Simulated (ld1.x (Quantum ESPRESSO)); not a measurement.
**Cr (Z = 24) PAW: all-electron and pseudo phase curves**

| Quantity | Value |
| --- | --- |
| Element | Cr |
| Generator | ld1.x (Quantum ESPRESSO) 7.5 |
| Type | PAW |
| Functional | LDA (PZ) |
| Relativity | scalar-relativistic |
| Frozen core | [Ar] |
| Valence charge | 6 |
| Reference configuration | 3d5 4s0.75 4p0.25 |
| Partial waves | 4s (bound): rcut 2.35, rcutus 2.95 bohr; 4s channel at 0.35 Ry: rcut 2.35, rcutus 2.95 bohr; 4p (bound): rcut 2.90, rcutus 3.65 bohr; 4p channel at 0.9 Ry: rcut 2.90, rcutus 3.65 bohr; 3d (bound): rcut 1.60, rcutus 2.00 bohr; 3d channel at 0.5 Ry: rcut 1.60, rcutus 2.00 bohr |
| Local potential | all-electron potential smoothed inside 2.45 bohr (lloc = -1) |
| Core correction | Bessel-smoothed model core, default radius (core density twice the valence density) |
| Augmentation charge | PSQ, inside the norm-conserving radii |

The phase is arctan(r·u′/u) with u = r·R(r), unwrapped; energies in Ry, scanned from -2 to 5 Ry. A pole is an energy at which the radial function vanishes at the test radius. The pseudo phase is shifted by a multiple of π to meet the all-electron one at the reference energy, and phase errors are pseudo minus all-electron; the curves can meet again beyond the range given. Levels narrower than the energy grid can be missing from the lists of poles.

```csv
channel,radius (bohr),reference energy (Ry),"poles, all-electron","poles, pseudo",unbroken range about the reference energy with phases within 0.05 rad,phase error 1 Ry above the reference energy (rad)
s,3.97,-0.33,"0.09, 3.18","0.09, 2.88, 3.92",below 3.0,-0.000
p,3.97,-0.10,"0.63, 3.80","0.63, 3.28",below 1.8,-0.000
d,3.97,-0.26,"-0.22, 1.65, 4.86","-0.22, 1.65, 4.97",below 2.9,+0.000
```

Phases in the p channel:

| E (Ry) | all-electron | pseudo |
| --- | --- | --- |
| -2.00 | 1.380 | 1.380 |
| -1.52 | 1.347 | 1.346 |
| -1.04 | 1.285 | 1.285 |
| -0.56 | 1.124 | 1.123 |
| -0.08 | -0.177 | -0.177 |
| 0.40 | -1.459 | -1.459 |
| 0.88 | -1.655 | -1.655 |
| 1.36 | -1.819 | -1.821 |
| 1.84 | -2.403 | -2.467 |
| 2.32 | -4.255 | -4.337 |
| 2.80 | -4.557 | -4.606 |
| 3.28 | -4.653 | -4.713 |
| 3.76 | -4.708 | -4.829 |
| 4.24 | -4.753 | -5.642 |
| 4.72 | -4.804 | -7.658 |
